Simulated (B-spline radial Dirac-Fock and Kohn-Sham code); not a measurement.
# Magnetic form factor of the 4f shell of Pr²⁺

System: Pr²⁺ in the configuration [Xe] 4f3.

Input of the calculation (task.json; shells as n, l, electrons):

```json
{"items": [{
  "Z": 59,
  "q": 2,
  "cfg": [[1, 0, 2], [2, 0, 2], [2, 1, 6], [3, 0, 2], [3, 1, 6], [3, 2, 10], [4, 0, 2], [4, 1, 6], [4, 2, 10], [4, 3, 3], [5, 0, 2], [5, 1, 6]],
  "A": 141,
  "rrms": 4.8919,
  "do": ["scatter"],
  "s": [0.0, 0.07, 0.08, 0.1, 0.13, 0.16, 0.2, 0.25, 0.31, 0.39, 0.49, 0.61, 0.76, 0.95, 1.18, 1.48, 1.85, 2.31, 2.88, 3.6, 4.5, 5.62, 7.02],
  "pz": [0, 0.1, 0.2, 0.3, 0.4, 0.5, 0.6, 0.8, 1.0, 1.2, 1.4, 1.6, 1.8, 2.0, 2.5, 3.0, 4.0, 5.0, 7.0, 10.0, 15.0, 20.0, 30.0, 40.0, 60.0, 100.0],
  "hv_scatter": [1000, 2000, 5000, 17479.3, 30000, 100000, 200000, 1000000]
}]}
```

Run with: `python xray_run.py task.json out`

Model: Dirac-Fock densities. Program: a radial atomic solver. ⟨j_K⟩ is the integral of the 4f radial density with the spherical Bessel function j_K(4πsr), s = sin θ/λ.

Hund's rules give S = 3/2, L = 6, J = 9/2 for 4f3, so g = 0.727, and the dipole approximation is F = ⟨j0⟩ + C₂⟨j2⟩ with C₂ = (2 − g)/g = 1.750.

```csv
s (Å⁻¹),⟨j0⟩,⟨j2⟩,⟨j4⟩,⟨j6⟩,F (dipole)
0,1.0000,0.0000,0.0000,0.0000,1.0000
0.07,0.9468,0.0209,0.0003,0.0000,0.9833
0.08,0.9314,0.0267,0.0005,0.0000,0.9782
0.1,0.8962,0.0400,0.0011,0.0000,0.9661
0.13,0.8342,0.0622,0.0029,0.0001,0.9431
0.16,0.7652,0.0855,0.0058,0.0004,0.9148
0.2,0.6687,0.1151,0.0115,0.0011,0.8701
0.25,0.5500,0.1462,0.0210,0.0028,0.8059
0.31,0.4211,0.1720,0.0345,0.0063,0.7222
0.39,0.2810,0.1874,0.0525,0.0130,0.6090
0.49,0.1564,0.1837,0.0711,0.0228,0.4779
0.61,0.0655,0.1605,0.0845,0.0343,0.3464
0.76,0.0096,0.1225,0.0889,0.0454,0.2240
0.95,-0.0141,0.0788,0.0814,0.0525,0.1239
1.18,-0.0161,0.0421,0.0643,0.0525,0.0575
1.48,-0.0096,0.0165,0.0422,0.0448,0.0192
```

Radial moments of the shell: ⟨r²⟩ = 1.541, ⟨r⁴⟩ = 6.539, ⟨r⁶⟩ = 60.89 in powers of bohr.
